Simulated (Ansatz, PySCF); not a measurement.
Molecule: C$_{3}$H$_{8}$BO, charge 0, multiplicity 2. It need not be the lowest isomer of its formula. 
Geometry from a B3LYP-D3(BJ)/def2-TZVP (Ansatz, a quantum-chemistry and plane-wave program) optimisation:
SMILES: CB(O[CH2])C
```xyz
13

B     -0.4122     0.1448    -0.0023
C     -1.4050     1.3324    -0.2456
C     -0.8755    -1.2903     0.4483
O      0.9249     0.4230    -0.2070
C      1.9421    -0.4492    -0.0553
H     -2.1435     1.0623    -1.0087
H     -0.9109     2.2543    -0.5536
H     -1.9865     1.5357     0.6605
H     -0.4142    -1.5777     1.3995
H     -0.5720    -2.0532    -0.2771
H     -1.9566    -1.3594     0.5696
H      1.7495    -1.4660     0.2511
H      2.9266    -0.0615    -0.2579
```
Charge 0, spin multiplicity 2.

Dipole moments at this geometry, in debye (magnitudes).

```json
[
 {"level": "PBE/def2-TZVPD", "program": "Ansatz", "dipole (D)": "0.80"},
 {"level": "BLYP/def2-TZVPD", "program": "PySCF", "dipole (D)": "0.81"},
 {"level": "TPSSh/def2-TZVPD", "program": "PySCF", "dipole (D)": "[?]"},
 {"level": "CAM-B3LYP/def2-TZVPD", "program": "Ansatz", "dipole (D)": "0.91"},
 {"level": "wB97X-V/def2-TZVPD", "program": "Ansatz", "dipole (D)": "0.89"},
 {"level": "CCSD(T)/aug-cc-pVDZ", "program": "Ansatz", "dipole (D)": "[?]"}
]
```

**Question.** What belongs in the gaps?

**Answer.** 
- TPSSh/def2-TZVPD, dipole (D): 0.85
- CCSD(T)/aug-cc-pVDZ, dipole (D): 0.85
